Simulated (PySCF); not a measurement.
## Working out the excitation energy of As

As [Ar] 3d10 4s2 4p3 (4S) → As [Ar] 3d10 4s2 4p2 5s1 (4P). Calculation: PySCF 2.14, in aug-cc-pVTZ-PP with ECP10MDF (6s5p4d2f, 55 functions); scalar relativity through the core potential. Frozen: 3s2 3p6 3d10. Energies in hartree (1 hartree = 27.21139 eV):

```json
{"part": "UHF", "As (lower)": "-331.210176", "As (upper)": "-330.978592"}
{"part": "CCSD correlation", "As (lower)": "-0.086353", "As (upper)": "-0.079834"}
{"part": "(T)", "As (lower)": "-0.002966", "As (upper)": "-0.002589"}
```

What does Hartree-Fock give?

(-330.978592) − (-331.210176) = 0.231584 hartree = 6.302 eV.

What do CCSD and CCSD(T) give?

The CCSD correlation energies differ by 0.006519 hartree = 0.177 eV and the triples by 0.000377 hartree = 0.010 eV, so CCSD gives 6.479 eV and CCSD(T) 6.489 eV.

Measured between the centres of the two terms (NIST): 6.460 eV, so CCSD(T) (valence) is off by 0.029 eV.

What remains against the reference includes basis incompleteness, the frozen core and higher excitations.
